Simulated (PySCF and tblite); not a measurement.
Results of a calculation; reference values are marked as such.
C₆H₉F₃O, numbered as in [F:1][C:2]([F:3])([F:4])[C@@H:5]1[CH2:6][CH2:7][CH2:8][O:9][CH2:10]1.

Search: ETKDG and KDG, MMFF94s, GFN2-xTB, 90 starts; geometries at PBE0-D3(BJ)/def2-SVP. Energies: PBE0-D3(BJ)/def2-SVPD, with GFN2-xTB thermal terms (modes under about 100 cm⁻¹ blended into free rotors). Symmetry numbers and mirror images are counted. Conformers within 4 kcal/mol (GFN2-xTB free energy) were kept, 5 at most. GIAO shieldings: PBE0/pcSseg-1. Shifts are against TMS (¹H), TMS (¹³C), CFCl3 (¹⁹F) at the same level; of two unlike H on one atom, a is the less shielded. Programs: PySCF with density fitting and tblite.

Problem. List the conformer-averaged shifts at 298.15 K.

Solution. ¹H: 4.00 (H10a, 1H), 3.78 (H8a, 1H), 3.16 (H10b, 1H), 3.11 (H8b, 1H), 1.86 (H6a, 1H), 1.84 (H5, 1H), 1.47 (H7a, 1H), 1.31 (H7b, 1H), 1.30 (H6b, 1H) ppm. ¹³C: 131.8 (C2), 68.5 (C8), 67.0 (C10), 41.4 (C5), 26.5 (C7), 24.1 (C6) ppm. ¹⁹F: -89.6 (F1/F3/F4) ppm.

Problem. How do the conformers differ?

Solution. The 6-ring runs over atoms 5–6–7–8–9–10.
```
conformer                                       shape  weight %
        1  6-ring chair (all substituents equatorial)      96.1
        2                     6-ring chair (C2 axial)       3.9
```

| signal | 1 | 2 | average |
| --- | --- | --- | --- |
| H5 | 1.85 | 1.37 | 1.84 |
| H6a | 1.87 | 1.47 | 1.86 |
| H6b | 1.27 | 2.03 | 1.30 |
| H7a | 1.49 | 0.93 | 1.47 |
| H7b | 1.28 | 2.06 | 1.31 |
| H8a | 3.81 | 3.15 | 3.78 |
| H8b | 3.07 | 3.93 | 3.11 |
| H10a | 4.04 | 3.23 | 4.00 |
| H10b | 3.11 | 4.24 | 3.16 |
| C2 | 131.7 | 133.1 | 131.8 |
| C5 | 41.5 | 39.1 | 41.4 |
| C6 | 24.2 | 23.5 | 24.1 |
| C7 | 26.6 | 23.5 | 26.5 |
| C8 | 68.5 | 69.0 | 68.5 |
| C10 | 67.0 | 66.7 | 67.0 |
| F1/F3/F4 | -90.0 | -82.0 | -89.6 |

Problem. Which signal moves most, for its nucleus, between 250 and 373.15 K through the change of populations alone?

Solution. H10b: 3.14 ppm at 250 K, 3.15 ppm at 273.15 K, 3.16 ppm at 298.15 K, 3.17 ppm at 323.15 K, 3.19 ppm at 373.15 K.

Unscaled ¹⁹F shifts at such levels can be off by tens of ppm; differences between conformers or isomers are more reliable. Shifts are unscaled: against experiment ¹³C can be off by 15 ppm or more and ¹H by 0.8 ppm.
